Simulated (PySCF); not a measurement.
# A run, input to output

The script drives PySCF SCF with an in-house response code with single-precision fitted integrals, so total energies wander by about 1e-6 Eh between cycles (the fitting error itself is about 1e-3 Eh and cancels in differences); atoms count from 0. Kgrid is the grid level of the response kernel; vcut the energy (Eh) above which virtual orbitals leave the response; delta the states run by ΔSCF (the anion only where the lumo is low enough to bind); pop asks for populations, which are stored and not printed; grid is the SCF grid level (2 if not given); scf holds typed SCF options (damp: damping in the first 6 cycles, aux: fitting basis, conv: energy tolerance).

The basis has no diffuse functions, so the polarisability comes out too low.

Job and coordinates (Å):

```
{"job": {"kind": "uv", "basis": "6-31G*", "grid": 1, "kgrid": 1, "vcut": 2.5, "nstates": 1, "ntriplets": 0, "tda": false, "delta": ["ip_vertical"], "pop": false, "xc": "CAM-B3LYP", "solvent": "dichloromethane", "scf": {"guess": "huckel"}}, "charge": 0, "multiplicity": 1}
Mg     0.001374     3.275930     0.359369
S     -2.075321     2.377178    -0.303761
Mg    -1.789824     1.330208     1.821323
S      0.000861     2.652313     2.633672
Mg     1.789660     1.328613     1.820894
S      2.077298     2.375144    -0.303269
Mg     1.789887     0.912827    -2.061249
S      0.000559     0.954645    -3.614583
Mg    -1.789503     0.914621    -2.062089
S     -2.077245    -1.449399    -1.906635
Mg    -0.000524    -1.326281    -3.017160
S      2.075581    -1.451984    -1.905618
Mg    -1.791311    -2.240460     0.238639
S     -2.077603    -0.924035     2.208668
S      2.075753    -0.926956     2.209304
Mg     1.788691    -2.242358     0.238370
S     -0.002230    -3.607469     0.980129
Mg    -0.001358    -1.948846     2.657102
```

Command:

```bash
OMP_NUM_THREADS=2 python large_run.py task.json out
```

Task: What does the program print?

Result: 
```
final grid: 106432 points
cycle   1  E = -5385.1024765696  dE = -6.079e-01  |g| = 9.994e-01  |ddm| = 4.921e+00
cycle   2  E = -5385.2665755193  dE = -1.641e-01  |g| = 7.366e-01  |ddm| = 2.637e+00
cycle   3  E = -5385.4469907545  dE = -1.804e-01  |g| = 1.817e-02  |ddm| = 1.096e+00
cycle   4  E = -5385.4471719148  dE = -1.812e-04  |g| = 9.565e-03  |ddm| = 6.222e-02
cycle   5  E = -5385.4472013793  dE = -2.946e-05  |g| = 2.499e-03  |ddm| = 1.921e-02
cycle   6  E = -5385.4472069867  dE = -5.607e-06  |g| = 4.803e-04  |ddm| = 5.308e-03
cycle   7  E = -5385.4472071118  dE = -1.251e-07  |g| = 1.731e-04  |ddm| = 1.133e-03
cycle   8  E = -5385.4472054298  dE =  1.682e-06  |g| = 2.316e-05  |ddm| = 5.034e-04
converged SCF energy = -5385.4472054298

Static polarisability (au): isotropic 450.734, principal 436.067 458.037 458.098

Singlet excitations
state   eV       nm        f      main configurations
  1   5.0753    244.3   0.00014   H->L 0.73, H-1->L+2 0.10, H-2->L+1 0.09
```

Task: Roughly how long does this take on 2 threads of Arm Neoverse V2 (shared host), and how large is the basis?

Result: About 96 s of wall time, peak memory 1.5 GiB; 324 basis functions and 2160 fitting functions.
